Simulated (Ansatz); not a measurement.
Isolated molecules relaxed with PBE0-D4/def2-TZVP in Ansatz; ΔE leaves out vibrations. CCSD(T)/CBS adds triple-zeta CCSD(T) − MP2 to the extrapolated MP2 energy (def2 sets, frozen cores). DFT in def2-TZVPP. Each species was taken in one conformer, which may not be the lowest.

Reaction (redistribution): `O[Si](O)(O)Cl` + `[SiH3][SiH2]N[SiH2]Cl` → `O[Si](O)(Cl)N[SiH2]Cl` + `O[SiH2][SiH3]`

`O[Si](O)(O)Cl`:

Z-matrix (Å, degrees):
```
Si
O 1 1.620
O 1 1.620 2 109.6
O 1 1.620 2 109.6 3 120.3
Cl 1 2.059 2 109.4 3 -119.9
H 2 0.958 1 118.2 3 65.2
H 3 0.958 1 118.2 2 -174.4
H 4 0.958 1 118.2 2 65.4
```

`[SiH3][SiH2]N[SiH2]Cl`:

```xyz
13

Si   -0.600    0.280    1.901
Si    0.519    1.298    0.111
N     0.789    0.161   -1.178
Si    0.061   -1.368   -1.389
Cl   -1.822   -1.274   -2.228
H     0.218   -0.798    2.516
H    -0.842    1.338    2.920
H    -1.908   -0.282    1.474
H     1.826    1.839    0.580
H    -0.285    2.464   -0.355
H     1.277    0.525   -1.986
H    -0.114   -1.993   -0.060
H     0.883   -2.189   -2.305
```

`O[Si](O)(Cl)N[SiH2]Cl`:

Z-matrix (Å, degrees):
```
Si
O 1 1.622
Cl 1 2.051 2 113.1
O 1 1.630 2 106.3 3 -118.7
N 1 1.706 2 107.8 3 116.5
H 2 0.959 1 116.8 3 85.3
H 4 0.959 1 117.6 2 173.9
Si 5 1.715 1 129.4 2 -149.0
H 5 1.012 1 114.1 2 47.7
Cl 8 2.067 5 111.3 1 -59.7
H 8 1.479 5 107.6 1 -177.0
H 8 1.474 5 112.1 1 58.8
```

`O[SiH2][SiH3]`:

```xyz
9

O    -0.042   -2.070    0.052
Si   -0.155   -0.646   -0.781
Si   -0.029    1.228    0.628
H     0.749   -2.218    0.573
H     0.918   -0.535   -1.813
H    -1.469   -0.694   -1.471
H    -0.082    2.477   -0.181
H     1.256    1.214    1.383
H    -1.145    1.244    1.611
```

| level | ΔE (kcal/mol) | difference from CCSD(T)/CBS |
| --- | --- | --- |
| PBE-D4 | 1.8 | -0.2 |
| PBE0-D4 | 2.1 | 0.1 |
| r2SCAN | 2.0 | 0.0 |
| MP2/def2-TZVPP | 2.0 | 0.0 |
| SCS-MP2/def2-TZVPP | 1.8 | -0.2 |
| CCSD/def2-TZVPP | 2.1 | 0.1 |
| CCSD(T)/def2-TZVPP | 2.1 | 0.1 |
| HF/def2-QZVPP | 2.0 | 0.0 |
| MP2/CBS(def2) | 1.8 | -0.2 |
| CCSD/CBS(def2) | 2.0 | 0.0 |
| CCSD(T)/CBS | 2.0 | 0 |

Largest T1 diagnostic among the species: 0.012.
